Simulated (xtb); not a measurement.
CI2, SMILES I[C]I (connectivity only; charge and spin as stated), neutral, multiplicity 1. All values are semi-empirical tight-binding results from xtb (GFN2-xTB unless named), good for trends rather than for accurate numbers. The structure is a stationary point at GFN2-xTB.

Task: Estimate the properties. (An estimate is asked for; the answer gives what the named calculation found.)

Result: 
```json
{
  "point_group_as_xtb_finds_it": "C2v",
  "orbital_gap": "1.28 eV",
  "zero_point_energy": "2.0 kcal/mol",
  "G − E(el) at 298.15 K (modified RRHO)": "-16.6 kcal/mol",
  "static polarisability (D4 model)": "75.6 bohr³",
  "solvation energy, GFN2-xTB/ALPB(water)": "-2.3 kcal/mol",
  "solvation energy, GFN2-xTB/ALPB(thf)": "-6.3 kcal/mol"
}
```
